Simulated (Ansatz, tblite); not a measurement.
Removing and adding an electron: Ge(vinyl)2(NCO)2 (C6H6GeN2O2). The state is a singlet with charge 0. Geometry: PBE-D4/def2-SVP. Ansatz, gas phase; energy differences of separate SCF runs; the oxidised species was run as a doublet alone; the reduced species was run as a doublet alone.

```xyz
17

Ge    0.334    0.136    0.008
C    -0.213    1.372    1.396
C    -1.317    1.166    2.135
H     0.418    2.262    1.565
H    -1.956    0.279    1.981
H    -1.625    1.869    2.928
C     0.462    0.804   -1.806
C    -0.404    0.447   -2.771
H     1.284    1.508   -2.026
H    -1.231   -0.257   -2.580
H    -0.319    0.838   -3.800
N    -0.896   -1.239    0.049
C    -1.135   -2.387   -0.283
O    -1.440   -3.493   -0.566
N     1.998   -0.549    0.429
C     2.664   -1.108    1.283
O     3.377   -1.649    2.056
```

The xTB rows come from tblite. B3LYP takes the VWN-RPA correlation.

| level | −HOMO (eV) | vertical IE (eV) | −LUMO (eV) | vertical EA (eV) | HOMO–LUMO gap (eV) | IE − EA (eV) | remarks |
| --- | --- | --- | --- | --- | --- | --- | --- |
| GFN1-xTB | 12.35 | 14.64 | 8.11 | 5.60 | 4.23 | 9.04 | – |
| GFN2-xTB | 11.41 | 13.75 | 7.31 | 4.83 | 4.11 | 8.92 | – |
| PBE-D4/def2-TZVP | 7.04 | – | 2.33 | 0.13 | 4.70 | – | HOMO above zero (-1 doublet) |
| B3LYP-D4/def2-TZVP | 8.12 | 9.93 | 1.59 | -0.03 | 6.52 | 9.96 | HOMO above zero (-1 doublet) |
| PBE0-D4/def2-TZVP | 8.36 | 10.00 | 1.38 | -0.10 | 6.98 | 10.10 | HOMO above zero (-1 doublet) |

Run but left out: PBE-D4/def2-TZVP (charge +1 doublet: an occupied level 0.03 eV above an empty one).   A HOMO above zero means that the electron is unbound at that level or that self-interaction error raises the level; the energy of removing that electron tells which. Raw xTB energy differences between charge states are shifted by several eV; the methods need an empirical correction for them. Sets without diffuse functions give affinities that are too small. A negative affinity means that the extra electron isn't bound; its size then hangs on the basis.
